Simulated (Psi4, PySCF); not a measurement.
Input for Psi4:
```
memory 2 GB

molecule {
0 2
C    -0.87928138    0.00351010    0.01564063
O    -0.81883028   -1.01132689    0.65669977
O     0.17084863    0.70015067   -0.44659388
H    -1.80259150    0.51373746   -0.28852409
C     1.41484609    0.28028668   -0.20613446
H     1.57765462   -0.61886567    0.35962889
H     2.19540180    0.89175727   -0.60898889
}

set {
  basis def2-svpd
  reference uhf
  freeze_core true
  mp2_type conv
  scf_type pk
  puream true
  d_convergence 1e-8
}

energy('mp2')
print_variables()
```

Task: Give the equivalent PySCF input.

Result: Several could match; the one computed here: 
```python
from pyscf import gto, scf, mp

mol = gto.M(
    atom='''
C    -0.879281    0.003510    0.015641
O    -0.818830   -1.011327    0.656700
O     0.170849    0.700151   -0.446594
H    -1.802591    0.513737   -0.288524
C     1.414846    0.280287   -0.206134
H     1.577655   -0.618866    0.359629
H     2.195402    0.891757   -0.608989
''',
    basis='def2-svpd',
    charge=0,
    spin=1,
    verbose=4,
)

mf = scf.UHF(mol)
mf.kernel()

pt = mp.MP2(mf, frozen=4)
pt.kernel()
print('E(MP2) = %.10f' % pt.e_tot)
```

Both were run: Psi4 gave -227.626488 Eh and PySCF -227.626488 Eh, 0.000 mEh apart.
